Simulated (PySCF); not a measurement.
Pt⁺: excitation energy

Pt⁺ [Xe] 4f14 5d9 (2D) → Pt⁺ [Xe] 4f14 5d8 6s1 (4F), as a difference of total energies. All numbers are calculated (PySCF 2.14, scalar relativity by spin-free X2C-1e, in x2c-TZVPPall (11s7p7d3f1g, 97 functions)). Correlated levels: valence: [Xe] 4f14 frozen. The calculations carry no spin-orbit coupling.

```
           method  excitation energy (cm⁻¹)
              UHF                    2378.5
    MP2 (valence)                    7326.5
SCS-MP2 (valence)                    8561.4
   CCSD (valence)                    6666.5
CCSD(T) (valence)                    7199.7
```

Q: How much does correlation contribute at CCSD(T) (valence)?

A: 7199.7 − (2378.5) = 4821.2 cm⁻¹, measured against UHF.

A first-order spin-orbit estimate (lowest level to lowest level, LS coupling) adds -0.315 eV.

The basis was made for the ground configuration and has no added diffuse functions, so the excitation energy can come out too high.
